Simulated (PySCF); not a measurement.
Spinor energies of O⁺ (oxygen, charge +1)

Start: [He] 2s2 2p2 3s1; 2p3/2 filled at m_j = +1/2, +3/2; 3s1/2 filled at m_j = +1/2. Calculated with PySCF 2.14 in x2c-TZVPall-2c with one added diffuse shell each of s, p, d type (6s4p3d1f, 40 functions): generalised Hartree-Fock with the X2C-1e Hamiltonian and a Gaussian nucleus; one run each with spin-orbit coupling (SO) switched off, then screened by Boettger's factors. This is a chosen level, not necessarily the ground level.

```json
{"spinor shell": "1s1/2", "electrons": "2", "ε, spin-free (eV)": "-596.72", "ε, screened SO (eV)": "-596.73", "weight of nominal j (screened SO)": "1.000", "rms radius, screened SO (bohr)": "0.230"}
{"spinor shell": "2s1/2", "electrons": "2", "ε, spin-free (eV)": "-58.807", "ε, screened SO (eV)": "-58.810", "weight of nominal j (screened SO)": "1.000", "rms radius, screened SO (bohr)": "1.13"}
{"spinor shell": "2p3/2", "electrons": "2", "ε, spin-free (eV)": "-46.826", "ε, screened SO (eV)": "-46.819", "weight of nominal j (screened SO)": "0.830", "rms radius, screened SO (bohr)": "1.11"}
{"spinor shell": "3s1/2", "electrons": "1", "ε, spin-free (eV)": "-11.811", "ε, screened SO (eV)": "-11.812", "weight of nominal j (screened SO)": "1.000", "rms radius, screened SO (bohr)": "3.62"}
```

| quantity | spin-free | screened SO |
| --- | --- | --- |
| E (hartree) | -73.58670 | -73.58614 |
| M_J | 5/2 | 5/2 |
| ⟨J²⟩ | 8.755 | 8.755 |
| ⟨L²⟩ | 2.003 | 2.003 |
| ⟨S²⟩ | 3.752 | 3.752 |

Each row is a mean over spinors that exchange with the open shell spreads, by up to 10.826 eV (2s1/2).

Rows whose weight is well below 1 are mixtures of j = l ± 1/2: exchange outweighs spin-orbit coupling there, and the label is only the starting occupation.

Without spin-orbit coupling the j labels of p, d and f shells carry no meaning; the spin-free column gives the mean over the occupied spinors of each nl shell.
